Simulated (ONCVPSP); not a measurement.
## Varying the ONCV potential for Pt (Z = 78)

Base potential:

| Property | Result |
| --- | --- |
| Element | platinum (Pt) |
| Generator | ONCVPSP 4.0.1 |
| Type | optimised norm-conserving Vanderbilt (ONCV) |
| Functional | LDA (Perdew-Zunger) |
| Relativity | scalar-relativistic |
| Frozen core | [Xe] 4f14 |
| Valence charge | 10 |
| Reference configuration | 5d9 6s1 |
| Partial waves | 6s: rc 2.45 bohr, ncon 4, nbas 8, qcut 2.2 1/bohr, 3 projectors, debl 3.3 Ha; p scattering state at 0.05 Ha: rc 2.20 bohr, ncon 4, nbas 8, qcut 4.2 1/bohr, 3 projectors, debl 0.6 Ha; 5d: rc 2.15 bohr, ncon 3, nbas 7, qcut 7 1/bohr, local; f scattering state at 0.16 Ha: rc 2.15 bohr, ncon 4, nbas 8, qcut 6 1/bohr, 2 projectors, debl 3.9 Ha |
| Local potential | the d channel |
| Core correction | none |

Cutoffs, loose and tight: the cutoffs (Ha) at which the residual kinetic energy of the hardest occupied pseudo-wave falls to 1 and 0.1 mHa per electron. They do not see the model core or the augmentation charge, which bear on the density cutoff. Test errors are all-electron minus pseudo excitation energies from the reference, over the configurations 5d9 6s0; 5d8 6s0; 5d7 6s0; 5d8 6s1. A dash means not determined; rows that change the core or the reference have their own tests.

For the base: The cutoffs count occupied waves only; projector 3 of the s channel, the hardest unoccupied one, needs 46 Ha at the loose tolerance.

A true bound ghost makes a file unfit for plane-wave use even where its test errors are small: the radial tests pick states by their node count and pass the ghost by.

```json
{"change": "base", "outcome": "generated", "cutoff, loose": "17 Ha", "cutoff, tight": "28 Ha", "bound ghosts": "p", "GHOST(+) flags above zero": "s", "largest test error (meV)": "-69"}
{"change": "d: qcut 4.6", "outcome": "generated", "cutoff, loose": "27 Ha", "cutoff, tight": "56 Ha", "bound ghosts": "s, p", "GHOST(+) flags above zero": "s, p", "largest test error (meV)": "-198"}
{"change": "d: qcut 5.6", "outcome": "generated", "cutoff, loose": "15 Ha", "cutoff, tight": "28 Ha", "bound ghosts": "p", "GHOST(+) flags above zero": "s, p", "largest test error (meV)": "-128"}
{"change": "d: qcut 6.6", "outcome": "generated", "cutoff, loose": "16 Ha", "cutoff, tight": "28 Ha", "bound ghosts": "p", "GHOST(+) flags above zero": "s", "largest test error (meV)": "-82"}
{"change": "d: qcut 7.8", "outcome": "generated", "cutoff, loose": "18 Ha", "cutoff, tight": "28 Ha", "bound ghosts": "p", "GHOST(+) flags above zero": "s", "largest test error (meV)": "-50"}
{"change": "d: qcut 9.2", "outcome": "generated", "cutoff, loose": "19 Ha", "cutoff, tight": "28 Ha", "bound ghosts": "p", "GHOST(+) flags above zero": "s", "largest test error (meV)": "-44"}
{"change": "d: qcut 10.2", "outcome": "generated", "cutoff, loose": "19 Ha", "cutoff, tight": "28 Ha", "bound ghosts": "p", "GHOST(+) flags above zero": "s", "largest test error (meV)": "-43"}
```

Reading the sweep of the qcut of the d channel (base included, trends over the rows without a ghost): Bound ghosts are found at 4.6, 5.6, 6.6, 7, 7.8, 9.2, 10.2 1/bohr. Every judged row has one, so this setting neither creates nor removes them.
